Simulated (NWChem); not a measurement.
The numbers come from NWChem runs, not from measurements. System: C3H8Si, charge 0, spin multiplicity 1, displaced from the optimised geometry.

The NWChem input:

```
start mol
memory heap 200 mb stack 900 mb global 1100 mb
geometry units angstroms nocenter noautoz
  C     -1.022030    -0.923920     0.000000
  C     -0.148510    -0.407731    -1.230561
  Si     0.659740     0.862871     0.000000
  C     -0.148510    -0.407731     1.230561
  H     -1.224902    -2.031155     0.000000
  H     -2.022162    -0.409292     0.000000
  H      0.596570    -1.183795    -1.559044
  H     -0.718649    -0.066860    -2.134606
  H     -0.002834     2.235747     0.000000
  H      2.171993     1.062108     0.000000
  H      0.596570    -1.183795     1.559044
  H     -0.718649    -0.066860     2.134606
  symmetry group Cs
end
basis spherical
  * library def2-svp
end
dft
  xc becke88 perdew86
  semidirect memsize 60000000 filesize 0
  iterations 100
  convergence nodiis damp 40
end
task dft gradient
```

The output up to the point where the run's verdict is printed (cleaned and shortened):

```
             Northwest Computational Chemistry Package (NWChem) 7.3.0
             --------------------------------------------------------

                                NWChem Input Module
                                -------------------

 Scaling coordinates for geometry "geometry" by  1.889725989
 (inverse scale =  0.529177249)

 Turning off AUTOSYM since
 SYMMETRY directive was detected!

                             Geometry "geometry" -> ""
                             -------------------------

 Output coordinates in angstroms (scale by  1.889725989 to convert to a.u.)

  No.       Tag          Charge          X              Y              Z
 ---- ---------------- ---------- -------------- -------------- --------------
    1 C                    6.0000    -1.02203000    -0.92392000     0.00000000
    2 C                    6.0000    -0.14851000    -0.40773100    -1.23056100
    3 Si                  14.0000     0.65974000     0.86287100     0.00000000
    4 C                    6.0000    -0.14851000    -0.40773100     1.23056100
    5 H                    1.0000    -1.22490200    -2.03115500     0.00000000
    6 H                    1.0000    -2.02216200    -0.40929200     0.00000000
    7 H                    1.0000     0.59657000    -1.18379500    -1.55904400
    8 H                    1.0000    -0.71864900    -0.06686000    -2.13460600
    9 H                    1.0000    -0.00283400     2.23574700     0.00000000
   10 H                    1.0000     2.17199300     1.06210800     0.00000000
   11 H                    1.0000     0.59657000    -1.18379500     1.55904400
   12 H                    1.0000    -0.71864900    -0.06686000     2.13460600

 Effective nuclear repulsion energy (a.u.)     164.1018339094

            Nuclear Dipole moment (a.u.)
            ----------------------------
        X                 Y               Z
 ---------------- ---------------- ----------------
    -0.0000056692     0.0000000000     0.0000000000

      Symmetry information
      --------------------

 Group name             Cs
 Group number              2
 Group order               2
[...]
 d= 0,ls=0.5         52   -339.5843713718 -7.88D+01  3.98D-01              13.8
 d= 0,ls=0.5         53   -260.8042435785  7.88D+01  3.98D-01              14.0
 d= 0,ls=0.5         54   -339.5843713718 -7.88D+01  3.98D-01              14.3
 d= 0,ls=0.5         55   -260.8042435785  7.88D+01  3.98D-01              14.5
 d= 0,ls=0.5         56   -339.5843713718 -7.88D+01  3.98D-01              14.8
 d= 0,ls=0.5         57   -260.8042435785  7.88D+01  3.98D-01              15.0
 d= 0,ls=0.5         58   -339.5843713718 -7.88D+01  3.98D-01              15.2
 d= 0,ls=0.5         59   -260.8042435785  7.88D+01  3.98D-01              15.5
 d= 0,ls=0.5         60   -339.5843713718 -7.88D+01  3.98D-01              15.7
 d= 0,ls=0.5         61   -260.8042435785  7.88D+01  3.98D-01              16.0
 d= 0,ls=0.5         62   -339.5843713718 -7.88D+01  3.98D-01              16.2
 d= 0,ls=0.5         63   -260.8042435785  7.88D+01  3.98D-01              16.4
 d= 0,ls=0.5         64   -339.5843713718 -7.88D+01  3.98D-01              16.7
 d= 0,ls=0.5         65   -260.8042435785  7.88D+01  3.98D-01              16.9
 d= 0,ls=0.5         66   -339.5843713718 -7.88D+01  3.98D-01              17.2
 d= 0,ls=0.5         67   -260.8042435785  7.88D+01  3.98D-01              17.4
 d= 0,ls=0.5         68   -339.5843713718 -7.88D+01  3.98D-01              17.6
 d= 0,ls=0.5         69   -260.8042435785  7.88D+01  3.98D-01              17.9
 d= 0,ls=0.5         70   -339.5843713718 -7.88D+01  3.98D-01              18.1
 d= 0,ls=0.5         71   -260.8042435785  7.88D+01  3.98D-01              18.4
 d= 0,ls=0.5         72   -339.5843713718 -7.88D+01  3.98D-01              18.6
 d= 0,ls=0.5         73   -260.8042435785  7.88D+01  3.98D-01              18.8
 d= 0,ls=0.5         74   -339.5843713718 -7.88D+01  3.98D-01              19.1
 d= 0,ls=0.5         75   -260.8042435785  7.88D+01  3.98D-01              19.3
 d= 0,ls=0.5         76   -339.5843713718 -7.88D+01  3.98D-01              19.6
 d= 0,ls=0.5         77   -260.8042435785  7.88D+01  3.98D-01              19.8
 d= 0,ls=0.5         78   -339.5843713718 -7.88D+01  3.98D-01              20.0
 d= 0,ls=0.5         79   -260.8042435785  7.88D+01  3.98D-01              20.3
 d= 0,ls=0.5         80   -339.5843713718 -7.88D+01  3.98D-01              20.5
 d= 0,ls=0.5         81   -260.8042435785  7.88D+01  3.98D-01              20.7
 d= 0,ls=0.5         82   -339.5843713718 -7.88D+01  3.98D-01              21.0
 d= 0,ls=0.5         83   -260.8042435785  7.88D+01  3.98D-01              21.2
 d= 0,ls=0.5         84   -339.5843713718 -7.88D+01  3.98D-01              21.5
 d= 0,ls=0.5         85   -260.8042435785  7.88D+01  3.98D-01              21.7
 d= 0,ls=0.5         86   -339.5843713718 -7.88D+01  3.98D-01              22.0
 d= 0,ls=0.5         87   -260.8042435785  7.88D+01  3.98D-01              22.2
 d= 0,ls=0.5         88   -339.5843713718 -7.88D+01  3.98D-01              22.5
 d= 0,ls=0.5         89   -260.8042435785  7.88D+01  3.98D-01              22.7
 d= 0,ls=0.5         90   -339.5843713718 -7.88D+01  3.98D-01              22.9
 d= 0,ls=0.5         91   -260.8042435785  7.88D+01  3.98D-01              23.2
 d= 0,ls=0.5         92   -339.5843713718 -7.88D+01  3.98D-01              23.4
 d= 0,ls=0.5         93   -260.8042435785  7.88D+01  3.98D-01              23.7
 d= 0,ls=0.5         94   -339.5843713718 -7.88D+01  3.98D-01              23.9
 d= 0,ls=0.5         95   -260.8042435785  7.88D+01  3.98D-01              24.2
 d= 0,ls=0.5         96   -339.5843713718 -7.88D+01  3.98D-01              24.4
 d= 0,ls=0.5         97   -260.8042435785  7.88D+01  3.98D-01              24.7
 d= 0,ls=0.5         98   -339.5843713718 -7.88D+01  3.98D-01              24.9
 d= 0,ls=0.5         99   -260.8042435785  7.88D+01  3.98D-01              25.1
 d= 0,ls=0.5        100   -339.5843713718 -7.88D+01  3.98D-01              25.4
```

Convergence was not reached. The next line reads: Calculation failed to converge. NWChem stopped with the message: dft gradient failed.
